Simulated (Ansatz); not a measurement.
Molecule: SnBr$_{2}$, charge -1, multiplicity 2. 
Coordinates optimised at B3LYP-D3(BJ)/def2-TZVP (Ansatz, a quantum-chemistry and plane-wave program):
```
Sn
Br 1 2.7054
Br 1 2.7054 2 100.45
```
Charge -1, spin multiplicity 2.

Basis-set convergence of Hartree-Fock and CCSD correlation energies (hartree) with Ansatz. Valence correlation only, unless marked. Open shells are spin-unrestricted. No spin-orbit coupling. The frozen core is the preceding noble-gas configuration, with the filled d and f shells of earlier blocks. In def2 rows, elements after Kr have scalar-relativistic effective core potentials. This anion needs diffuse functions, which these sets lack.

| basis | functions | E(HF) | E(corr, CCSD) |
|---|---|---|---|
| def2-SVP | 90 | -5357.72248 | -0.32410 |
| def2-TZVPP | 146 | (withheld) | (withheld) |

### Question
Complete the blanks.

### Answer

- def2-TZVPP, E(HF): -5358.36650
- def2-TZVPP, E(corr, CCSD): -0.43309
